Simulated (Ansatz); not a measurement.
Si₂Mo₄⁺. The state is a doublet with charge 1. Geometry PBE-D4/def2-SVP; atoms count from 1.

Cartesian coordinates in Å:
```
Mo 0.524 0.346 1.443
Mo -0.985 -1.207 0.864
Mo 0.316 -0.117 -1.537
Mo -1.612 0.499 -0.574
Si 1.383 -1.530 0.099
Si 0.374 2.009 -0.296
```

In the def2 sets Mo takes a core potential; there is no spin–orbit coupling. The structure comes from a short search, and lower isomers may exist.

Estimate the Mulliken populations from the PBE0/def2-TZVP orbitals of Ansatz.


```csv
atom,charge (e),spin (α − β),d electrons
Mo1,0.43,0.55,4.86
Mo2,0.22,-0.05,4.79
Mo3,0.43,0.55,4.86
Mo4,0.22,-0.05,4.79
Si5,-0.14,0.01,–
Si6,-0.14,0.01,–
```
Mulliken values and Mayer orders depend strongly on the basis.

Where does the spin sit?

Summed by element: Mo 0.99, Si 0.01, of 1 unpaired in all. Largest on single atoms: Mo3 0.55, Mo1 0.55, Mo4 -0.05.

And the Mayer bond orders between bonded heavy atoms (over 0.3)?

Mo1–Mo2 2.39 (2.24 Å); Mo1–Mo3 0.49 (3.02 Å); Mo1–Mo4 0.50 (2.94 Å); Mo1–Si5 1.05 (2.46 Å); Mo1–Si6 1.13 (2.41 Å); Mo2–Mo3 0.50 (2.94 Å); Mo2–Mo4 2.06 (2.32 Å); Mo2–Si5 1.00 (2.51 Å); Mo3–Mo4 2.39 (2.24 Å); Mo3–Si5 1.13 (2.41 Å); Mo3–Si6 1.05 (2.46 Å); Mo4–Si6 1.00 (2.51 Å).
